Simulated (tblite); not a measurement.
C₂H₅F₂OSi₂ (doublet state).
Structure used (GFN2-xTB), in Å, numbered top down from 1:
```
atom  x, y, z in Å
F1     2.0316    1.3299    0.3668
C2     0.9340    0.8271   -0.3249
C3    -0.2967    0.7752    0.5897
Si4   -1.3618   -0.7009    0.0462
F5    -2.4767   -0.2432   -1.0146
O6    -0.2495   -1.5609   -0.7628
Si7    1.2895   -0.9790   -0.9540
H8     0.7684    1.5365   -1.1444
H9     0.0590    0.6150    1.6091
H10   -0.8231    1.7290    0.5881
H11   -1.9886   -1.5411    1.0351
H12    2.1153   -1.7884   -0.0603
```

Method: GFN2-xTB as coded in tblite; computed harmonic values from a numerical Hessian at the method's own geometry, unscaled. The method is semi-empirical: single wavenumbers can be off by several per cent or more. Modes of hydrogen on silicon can be 10 to 20 % off. One conformer, not necessarily the lowest. Open shells enter through the occupations alone, without spin polarisation, and single modes of such species can be off by tens of per cent.

Harmonic wavenumbers (cm⁻¹): 60.6, 94.8, 178.9, 247.8, 260.9, 347.8, 373.7, 405.5, 526.2, 577.7, 592.4, 634.2, 642.0, 722.2, 766.5, 792.6, 854.6, 932.3, 983.4, 1026.9, 1083.4, 1211.2, 1237.2, 1289.3, 1471.2, 2250.6, 2460.1, 2907.3, 2981.8, 3000.6.

A = 3097, B = 1369, C = 1068 MHz; mass 138.985 u (most abundant isotopes); point group C1, symmetry number 1; spin multiplicity 2.

Problem. What is the zero-point energy?

Solution. ½Σν̃ = 15457 cm⁻¹ = 184.90 kJ/mol.

Problem. What is S at 273.15 K and 1 bar for an ideal gas of classical rigid rotors and harmonic oscillators?

Solution. Translation 168.57, rotation 118.79, vibration 77.92, spin (R ln 2) 5.76: S = 371.0 J/(mol K).

Problem. And Cp and H(273.15 K) − H(0)?

Solution. Cp = 125.42 J/(mol K), of which vibrations give 92.16 (their classical limit is 30 R = 249.4); H(273.15 K) − H(0) = 21.04 kJ/mol without the zero-point energy, 11.96 from vibrations.

Problem. What must be added to the electronic energy to get the Gibbs energy at 273.15 K and 1 bar?

Solution. ZPE + [H(273.15 K) − H(0)] − T·S = 184.90 + 21.04 − 101.35 = 104.59 kJ/mol.

Problem. Blend soft modes into free rotors: weight 1/[1 + (100 cm⁻¹/ν̃)⁴] for the oscillator and the rest for a rotor with moment μB/(μ + B), μ = h/(8π²ν), B = 10⁻⁴⁴ kg m². What vibrational entropy results?

Solution. 73.03 J/(mol K) in place of 77.92, which changes −T·S at 273.15 K by +1.34 kJ/mol.

Problem. Which modes carry the vibrational entropy at 273.15 K?

Solution. 60.6 cm⁻¹: 17.84; 94.8 cm⁻¹: 14.17; 178.9 cm⁻¹: 9.11; 247.8 cm⁻¹: 6.67; 260.9 cm⁻¹: 6.30; 347.8 cm⁻¹: 4.35 J/(mol K); the other 24 give 19.48 together.

Problem. How do the functions run with temperature in this model?

Solution. 
```json
{"T (K)": "150", "S (J/(mol K))": "310.1", "Cp (J/(mol K))": "81.4", "H − H(0) (kJ/mol)": "8.26", "G − H(0) (kJ/mol)": "-38.26", "ln q(vib)": "1.82"}
{"T (K)": "250", "S (J/(mol K))": "360.3", "Cp (J/(mol K))": "117.6", "H − H(0) (kJ/mol)": "18.23", "G − H(0) (kJ/mol)": "-71.84", "ln q(vib)": "3.66"}
{"T (K)": "298.15", "S (J/(mol K))": "382.4", "Cp (J/(mol K))": "133.4", "H − H(0) (kJ/mol)": "24.28", "G − H(0) (kJ/mol)": "-89.72", "ln q(vib)": "4.59"}
{"T (K)": "400", "S (J/(mol K))": "425.6", "Cp (J/(mol K))": "161.1", "H − H(0) (kJ/mol)": "39.34", "G − H(0) (kJ/mol)": "-130.91", "ln q(vib)": "6.58"}
{"T (K)": "600", "S (J/(mol K))": "498.4", "Cp (J/(mol K))": "197.1", "H − H(0) (kJ/mol)": "75.49", "G − H(0) (kJ/mol)": "-223.57", "ln q(vib)": "10.41"}
{"T (K)": "900", "S (J/(mol K))": "584.7", "Cp (J/(mol K))": "227.6", "H − H(0) (kJ/mol)": "139.66", "G − H(0) (kJ/mol)": "-386.60", "ln q(vib)": "15.64"}
```

q(vib) and H(0) count from the zero-point level.

Hindered rotation and anharmonicity are outside this model. Other conformers, if any are populated, would add a mixing term that is left out. The structure is chiral; the term R ln 2 for an equal mix with its mirror image is left out.
